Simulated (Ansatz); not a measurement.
Total energies of the cluster Ta₂O₄⁺ (the lowest doublet isomer of a short search) from Ansatz at r2SCAN-D4/def2-TZVP, gas phase (1 Eh = 27.2114 eV = 2625.5 kJ/mol). The reference geometry is relaxed at r2SCAN-D4/def2-SVP.

```xyz
6

Ta   -0.598   -0.670    1.114
Ta   -0.264    0.697   -1.223
O    -0.846    1.175    0.566
O     1.438    0.819   -1.310
O     1.019   -0.894    1.619
O    -0.748   -1.127   -0.766
```

| state | geometry | energy (Eh) |
| --- | --- | --- |
| charge 1 doublet | reference | -414.95869 |
| charge 0 triplet | reference | -415.21914 |
| charge 1 quartet | relaxed at r2SCAN-D4/def2-SVP | -414.85452 |

In the def2 sets Ta takes a core potential; there is no spin–orbit coupling.

(1) Work out the vertical electron affinity, to the triplet.

(2) Which of the charge 1 states is lowest, and how far above it are the others?

(1) E(charge 1 doublet) − E(charge 0 triplet) = -414.95869 − (-415.21914) = 0.26045 Eh = 7.09 eV.

(2) The doublet. quartet: -414.85452 − (-414.95869) = 0.10417 Eh = 273.5 kJ/mol.

The structure comes from a short search, and lower isomers may exist.
